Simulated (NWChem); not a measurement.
Molecule: C$_{3}$H$_{7}$NSi; SMILES C[C@H]([SiH3])C#N

```xyz
12

C     -1.8025     0.1195     0.2085
C     -0.3998     0.1206    -0.4476
Si     0.6413    -1.4140     0.0594
C      0.3449     1.3368    -0.1298
N      0.9497     2.2894     0.1499
H     -2.3870     0.9867    -0.1151
H     -1.7273     0.1510     1.2999
H     -2.3487    -0.7865    -0.0729
H     -0.5130     0.0777    -1.5401
H      0.8296    -1.4154     1.5317
H      1.9573    -1.3850    -0.6251
H     -0.1109    -2.6305    -0.3486
```
Atoms are numbered in this order, from 1.

Results from NWChem. Pople sets run with spherical d functions. All runs use the structure optimised with B3LYP/6-31G* (spherical d). B3LYP is NWChem's, with the RPA form of VWN correlation. Level: B3LYP/6-31G* with SMD (1 M gas to 1 M solution), gas-phase geometry. Reactions with the solvent are ignored.

For solvent water:

| Quantity | Result |
|---|---|
| solvation free energy (kcal/mol) | -1.7 |
| cavity-dispersion-structure term (kcal/mol) | 5.0 |
| dipole in solution (D) | 5.10 |

Q: How do the values read with solvent toluene instead?

A: The solvation free energy (kcal/mol) comes out as -3.5, the cavity-dispersion-structure term (kcal/mol) comes out as 0.1 and the dipole in solution (D) comes out as 4.51.
